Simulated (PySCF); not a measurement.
CS, charge +1, doublet, geometry from GFN2-xTB (a state made from the parent by changing its charge; the spin is typed, not shown lowest). Base run: BLYP/6-31G** (PySCF).

Geometry (Å):
```xyz
2

C      0.0000     0.0000    -1.0790
S      0.0000     0.0000     0.4046
```
Charge +1, spin multiplicity 2.
Orbitals are unrestricted.
All else is at PySCF's defaults.
Base energy -435.77285 Eh.

Variants of this job, named by their change:

```json
[
 {"change": "base", "ΔE vs base (mEh)": "0.000", "grid points": "33000", "electrons on the grid": "21.00000"},
 {"change": "grids.radi_method = gauss_chebyshev", "ΔE vs base (mEh)": "0.000", "grid points": "32064", "electrons on the grid": "21.00000"},
 {"change": "grids.atom_grid = (150, 974)", "ΔE vs base (mEh)": "0.001", "grid points": "151920", "electrons on the grid": "21.00000"},
 {"change": "grids.atom_grid = (30, 110)", "ΔE vs base (mEh)": "0.011", "grid points": "4872", "electrons on the grid": "20.99996"},
 {"change": "grids.level = 0", "ΔE vs base (mEh)": "-40.049", "grid points": "2712", "electrons on the grid": "21.00879"},
 {"change": "grids.prune = dft.gen_grid.sg1_prune", "ΔE vs base (mEh)": "0.000", "grid points": "12720", "electrons on the grid": "21.00000"},
 {"change": "grids.radi_method = delley", "ΔE vs base (mEh)": "0.000", "grid points": "33984", "electrons on the grid": "21.00000"},
 {"change": "grids.atom_grid = (99, 590)", "ΔE vs base (mEh)": "0.000", "grid points": "61176", "electrons on the grid": "21.00000"},
 {"change": "grids.radi_method = mura_knowles", "ΔE vs base (mEh)": "0.000", "grid points": "30624", "electrons on the grid": "21.00000"},
 {"change": "grids.level = 2", "ΔE vs base (mEh)": "0.000", "grid points": "22960", "electrons on the grid": "21.00000"},
 {"change": "grids.prune = dft.gen_grid.treutler_prune", "ΔE vs base (mEh)": "0.000", "grid points": "30856", "electrons on the grid": "21.00000"}
]
```

Open shells are given as the SCF converged; they aren't shown to be the lowest states, and a large step between rows can be another state.
